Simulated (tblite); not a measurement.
Run record: tight-binding relaxation, `CS[C@]1(C)C[CH]C1=S` [radical].

Computed with GFN2-xTB geometry optimisation, gas phase (tblite 0.8.0). Start geometry: from a force field or distance geometry. A driver script takes a list of jobs; this job's settings line and coordinates (Å) are shown.

Command:
```bash
OMP_NUM_THREADS=1 python probes_run.py task.json out
```

Input:
```
{"job": {"kind": "relax", "xc": "GFN2-xTB", "basis": "xTB"}, "charge": 0, "multiplicity": 2}
C      2.517300    -0.147900    -0.038400
S      1.151700    -1.072300    -0.794900
C     -0.287000    -0.206700    -0.015500
C     -0.442400    -0.495700     1.456300
C     -1.585300    -0.542200    -0.851100
C     -1.593600     0.827800    -1.376500
C     -0.524900     1.232800    -0.492100
S      0.098300     2.679800    -0.028200
H      2.572400     0.856800    -0.457800
H      3.446100    -0.655600    -0.257300
H      2.406000    -0.088000     1.046300
H      0.383700    -0.096600     2.051300
H     -1.367600    -0.064500     1.878300
H     -0.483800    -1.582800     1.648100
H     -1.493200    -1.288300    -1.642400
H     -2.482400    -0.771000    -0.258200
H     -2.322300     1.426300    -1.878000
```

Output:
```
step      E/eV     max force
  0    -648.60333    3.669
  1    -648.81544    1.070
  2    -648.85514    0.605
  3    -648.88895    0.428
  4    -648.90081    0.276
  5    -648.91209    0.258
  6    -648.92244    0.259
  7    -648.93352    0.247
  8    -648.94130    0.247
  9    -648.94611    0.147
... (60 lines left out)
 70    -649.01056    0.019
 71    -649.01062    0.017
 72    -649.01068    0.014
 73    -649.01074    0.012
 74    -649.01078    0.012
 75    -649.01082    0.015
 76    -649.01085    0.017
 77    -649.01089    0.013
 78    -649.01092    0.010
 79    -649.01094    0.009
```

«max force» is the largest atomic force in eV/Å.

**Question.** From which step on does the largest force stay under 0.1 eV/Å, and how much energy is left to gain from there?

**Answer.** From step 27 (0.094 eV/Å), 20.3 meV above the end.

Main results: energy lowered by 9.4 kcal/mol over 79 steps; largest atomic force 0.009 eV/Å at the end.

**Question.** Where do the atoms end?

**Answer.** 0.222 Å rms from the input after alignment:
```
atom  x, y, z in Å
C1     2.4549   -0.1457    0.0310
S2     1.1222   -1.0816   -0.7519
C3    -0.3422   -0.2582   -0.0381
C4    -0.4454   -0.4425    1.4593
C5    -1.6068   -0.5825   -0.8769
C6    -1.6145    0.8686   -1.2510
C7    -0.5045    1.1767   -0.5423
S8     0.4000    2.5604   -0.2120
H9     2.2293    0.9182   -0.0591
H10    3.3646   -0.3828   -0.5106
H11    2.5537   -0.4283    1.0747
H12    0.3830    0.0510    1.9631
H13   -1.3715    0.0022    1.8196
H14   -0.4381   -1.5010    1.7116
H15   -1.4343   -1.2758   -1.7003
H16   -2.4612   -0.9223   -0.2917
H17   -2.2961    1.4557   -1.8353
```

Hardware: an Arm Neoverse V2 with one thread (shared host). Cost: 0.54 s of wall time.
Labels such as C1 count atoms from 1, the log's own numbers from 0.
